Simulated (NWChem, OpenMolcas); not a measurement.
# From OpenMolcas to NWChem

This OpenMolcas 26.06 job computes singlet BSiH3ClO+:

run.inp:
```
* BClH3OSi Kohn-Sham DFT

&GATEWAY
 BASLIB=$CurrDir
 COORD
 7
 angstrom
 Si      -0.573000       0.775400       0.374800
 O        0.044900      -0.648400      -0.233600
 B        1.256200      -1.042100      -0.596600
 Cl       1.605000      -2.636800      -1.219100
 H       -1.201300       0.456800       1.676100
 H        0.515600       1.766600       0.541200
 H       -1.586300       1.260400      -0.588400
 BASIS=cc-pVDZ
 GROUP=NoSym

&SEWARD
 GRIDINPUT
 Grid=UltraFine
 End of Grid

&SCF
 CHARGE=1
 KSDFT=SVWN5
 THRESHOLDS=1e-10 1e-07 1e-07 1e-05
 PRORBITALS=0
```

```bash
$ export MOLCAS_MEM=1860
$ pymolcas run.inp > run.log
```

(Basis files named in the input come from the Basis Set Exchange and aren't shown.)

The shape is that of a PBE0-D4/def2-TZVP optimisation. This is one conformer, not always the lowest. That shape belongs to the parent species and isn't relaxed for this state.

It gives a total energy of -847.833371 Eh.

Q: Translate the job to NWChem 7.3.0 as an ASE script.

A: One way, which was run:

run.py:
```python
from ase import Atoms
from ase.calculators.nwchem import NWChem

mol = Atoms(['Si', 'O', 'B', 'Cl', 'H', 'H', 'H'], positions=[
    [-0.573000, 0.775400, 0.374800],
    [0.044900, -0.648400, -0.233600],
    [1.256200, -1.042100, -0.596600],
    [1.605000, -2.636800, -1.219100],
    [-1.201300, 0.456800, 1.676100],
    [0.515600, 1.766600, 0.541200],
    [-1.586300, 1.260400, -0.588400],
])

calc = NWChem(
    label='calc',
    theory='dft',
    memory='2200 mb',
    basis='cc-pVDZ',
    basispar='spherical bse',
    charge=1,
    dft={'xc': 'slater vwn_5', 'mult': '1', 'grid': 'xfine', 'convergence': 'energy 1e-08', 'iterations': '100', 'mulliken': None},
    task='energy',
)
mol.calc = calc

e = mol.get_potential_energy()
print(f"E = {e:.6f} eV")
print("dipole (e A):", mol.get_dipole_moment().round(4))
```

```bash
$ export ASE_NWCHEM_COMMAND="nwchem PREFIX.nwi > PREFIX.nwo"
$ python run.py
```

Its energy is -847.833372 Eh, the same as the first but for the last digit, at most.
